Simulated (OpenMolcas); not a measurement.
## In II: RASPT2 settings compared

| Item | Value |
| --- | --- |
| Program | OpenMolcas 26.06 |
| Basis | ANO-RCC-VQZP [8s7p5d3f2g] |
| Scalar Hamiltonian | DKH4, point nucleus |
| Active space | 2 electrons in 9 orbitals (RAS2 5s 5p; RAS3 5d, at most 2 electrons) |
| State averaging | 2S+1 = 3 even, 3 roots (0 in the spin-orbit step); 2S+1 = 1 even, 1 root kept (CI in the orbitals of an earlier block); 2S+1 = 3 odd, 3 roots; 2S+1 = 1 odd, 3 roots kept (CI in the orbitals of an earlier block) |
| Spin-orbit coupling | RASSI with atomic mean-field integrals over the reference wave functions, term energies averaged over their components |

Methods on the same reference wave functions:
A. RASSCF
B. SS-RASPT2, IPEA 0.15 Eh, sigma2 regulariser 0.25 Eh (closed shells correlated: 4s 4p 4d)
C. SS-RASPT2, IPEA 0.3 Eh, imaginary shift 0.5 Eh (closed shells correlated: 4s 4p 4d)
D. SS-RASPT2, IPEA 0.35 Eh, no level shift (closed shells correlated: 4d)

Energies in cm-1 above 5s2 1S0, the measured ground level; measured values from NIST Handbook of Basic Atomic Spectroscopic Data.

| Level | A | B | C | D | Measured |
| --- | --- | --- | --- | --- | --- |
| 5s2 1S0 | 0.0 | 0.0 | 0.0 | 0.0 | 0.0 |
| 5s 5p 3P* 0 | 35874 | 40778 | 40752 | 40711 | 42276 |
| 5s 5p 3P* 1 | 36797 | 41666 | 41645 | 41602 | 43351 |
| 5s 5p 3P* 2 | 38870 | 43773 | 43748 | 43707 | 45830 |
| 5s 5p 1P* 1 | 62906 | 59706 | 60548 | 59990 | 63038 |

Deviations, from unrounded energies. A percentage is the sum of absolute deviations over the sum of measured energies, with the sign that they share, or ± where signs differ.

```
           Against measurement  Levels      A     B     C     D
mean absolute deviation (cm-1)       4   5000  2100  2000  2100
      other configurations (%)       4  -10.3  -4.4  -4.0  -4.4
```

C lies closest to measurement on these levels and A furthest from it. The largest miss of C in the table is 5s 5p 1P* 1, by -2500 cm-1. The ranking rests on the paired levels alone, and a cruder setting can come out closer through cancelling errors.

Among B to D the level of the table that moves most is 5s 5p 1P* 1, by 840 cm-1 (lowest in B, highest in C).

The lowest spin-free term lies below A's lowest term by 0.726 hartree in B, 0.724 hartree in C, 0.439 hartree in D.

Some high roots are left out of the spin-orbit mixing, which shifts the levels that they would mix with. Terms from blocks run as CI alone lack orbitals of their own. Active for correlation alone: 5d; no level in the range computed is led by a configuration that fills it, so any true level of that kind is missing. Without dynamic correlation excited terms often stand tens of per cent too high (terms of higher spin than the ground term too low), and those without a measured partner can miss by more than the paired ones (holds for A). Measured partners are found by configuration, term and J. A level has none where our copy of the source lacks it or the pairing is in doubt (some pairs that miss far off the trend of their configuration count as doubtful), and it then counts in no deviation. Levels of configurations outside the active space are missing.

* marks odd parity.
